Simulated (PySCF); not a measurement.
**TDDFT excited states: C5H10O2**

Species: methyl butanoate, C5H10O2.
SMILES: `CCCC(=O)OC`

Computed, not measured: TDDFT PBE0/def2-SVPD, vertical, gas phase, core orbitals frozen in the response (PySCF 2.14.0, density-fitted response routines). Geometry: PBE0-D3(BJ)/def2-SVP, one conformer, isolated molecule. Torsions of this conformer, `[CH3:1][CH2:2][CH2:3][C:4](=[O:5])[O:6][CH3:7]`: C1–C2–C3–C4 -69°, C2–C3–C4–O5 -20°, C3–C4–O6–C7 178°.

Q: What does the calculation give for the low-lying excited states?

A: 

| state | E (eV) | E (hartree) | f | \|μ\| (D) | main configurations (H = HOMO, L = LUMO) |
| --- | --- | --- | --- | --- | --- |
| S1 | 5.95 | 0.2188 | 0.0008 | 0.19 | H→L (94%) |
| S2 | 7.53 | 0.2767 | 0.015 | 0.71 | H→L+1 (93%) |
| S3 | 7.99 | 0.2935 | 0.102 | 1.84 | H-1→L (85%) |
| S4 | 8.25 | 0.3033 | 0.017 | 0.74 | H-1→L+1 (84%), H→L+2 (10%) |
| S5 | 8.31 | 0.3054 | 0.0070 | 0.47 | H→L+2 (62%), H-2→L (14%), H-1→L+1 (10%) |
| S6 | 8.39 | 0.3083 | 0.0059 | 0.43 | H-2→L (54%), H-3→L (16%), H→L+2 (12%) |
| S7 | 8.49 | 0.3120 | 0.0067 | 0.46 | H-3→L (60%), H-2→L (23%) |
| S8 | 8.55 | 0.3141 | 0.0039 | 0.35 | H→L+3 (82%) |
| S9 | 8.68 | 0.3190 | 0.016 | 0.69 | H→L+4 (76%), H-4→L (17%) |
| S10 | 8.78 | 0.3226 | 0.024 | 0.84 | H-4→L (46%), H-5→L (19%), H→L+5 (15%) |

Triplets (Tamm–Dancoff): T1 5.40 eV, H→L (93%); T2 6.17 eV, H-1→L (78%); T3 7.43 eV, H→L+1 (92%); T4 7.82 eV, H-4→L (30%), H-3→L (29%), H-6→L (17%).

The lowest singlet lies at 5.95 eV (208 nm, ultraviolet) and is very weak; its leading configuration is HOMO→LUMO (94%). The most intense listed level is S3 at 7.99 eV (155 nm, f = 0.102), 2.03 eV above S1. S1 has the pattern of n→π* at C=O. Orbital energies (eV): HOMO-3 -9.63, HOMO-2 -9.47, HOMO-1 -8.84, HOMO -8.05, LUMO 0.21, LUMO+1 0.63, LUMO+2 1.17. The oscillator strengths of these states sum to 0.197; summed over the whole spectrum of an exact calculation they would give the number of electrons, 56 (Thomas–Reiche–Kuhn). Of the 10 states listed, 5 reach f = 0.01 and none stays under 0.0005. The vertical ionisation energy (ΔSCF) is 10.19 eV, 1.42 eV above S10. Singlets were solved by full linear response, triplets in the Tamm–Dancoff approximation.

On one thread, x86-64 server (shared host), this took 4.1 min.
